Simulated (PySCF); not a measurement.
Two species compared at the same levels of theory.

First species: CH4F2Ge.
Geometry (PBE0-D3(BJ)/def2-SVP, Å), atoms numbered from 1 in this order:
```xyz
8
CH4F2Ge angstrom
F      1.5454   -0.0562    1.2246
C      1.0311    0.1395   -0.0384
Ge    -0.9113   -0.1360    0.0560
F     -1.5098    0.1282   -1.5643
H      1.4924   -0.5736   -0.7419
H      1.2660    1.1609   -0.3815
H     -1.5943    0.9006    0.9600
H     -1.2643   -1.5822    0.4327
```

Second species: C6H6BCl.
SMILES: `Bc1ccc(Cl)cc1`

Levels: CAM-B3LYP/def2-SVPD for dipole moment, HOMO energy, LUMO energy, HOMO–LUMO gap, static isotropic polarisability and electronic spatial extent ⟨r²⟩ about the centre of nuclear charge; TDDFT CAM-B3LYP/def2-SVPD for lowest singlet excitation; PBE0-D3(BJ)/def2-SVP for rotational constant A and rotational constant C. Geometries: PBE0-D3(BJ)/def2-SVP. Each structure is a single optimised conformer of the isolated species, non-relativistic unless stated. Electronic properties by PySCF.

The conformers computed, where there is a choice (atom-mapped SMILES and torsion angles):
- `[F:1][CH2:2][GeH2:3][F:4]`: F1–C2–Ge3–F4 180°

```
                                                         property    column X    column Y
                                                    dipole moment      0.69 D      0.01 D
                                                      HOMO energy   -10.32 eV    -8.74 eV
                                                      LUMO energy     0.45 eV    -1.22 eV
                                                    HOMO–LUMO gap    10.77 eV     7.52 eV
                                        lowest singlet excitation     7.06 eV     4.82 eV
                                  static isotropic polarisability     43.8 au    101.4 au
electronic spatial extent ⟨r²⟩ about the centre of nuclear charge   502 bohr²  1255 bohr²
                                            rotational constant A  12.985 GHz   5.533 GHz
                                            rotational constant C   2.232 GHz   0.856 GHz
```

Which column belongs to which species?

Column X is the first species and column Y the second. The first has 8 atoms and 60 electrons, the second 14 and 64.

How does each property change from the first species to the second?

dipole moment -0.68 D; HOMO energy +1.58 eV; LUMO energy -1.67 eV; HOMO–LUMO gap -3.25 eV; lowest singlet excitation -2.24 eV; static isotropic polarisability +57.6 au; electronic spatial extent ⟨r²⟩ about the centre of nuclear charge +753 bohr²; rotational constant A -7.452 GHz; rotational constant C -1.376 GHz.

On the first: The 10 singlets span 7.06 to 9.68 eV, and their oscillator strengths add up to 0.55. The principal polarisabilities are 41.4, 41.9 and 48.1 au; their mean is the isotropic value. The calculation is non-relativistic and has no spin–orbit coupling, an omission that weighs most on germanium.

On the second: The principal polarisabilities are 58.2, 96.9 and 149.0 au; their mean is the isotropic value. The polarisability is 15.02 Å³ as a volume (1 au = 0.148185 Å³), or 1.58 au for each of the 64 electrons.
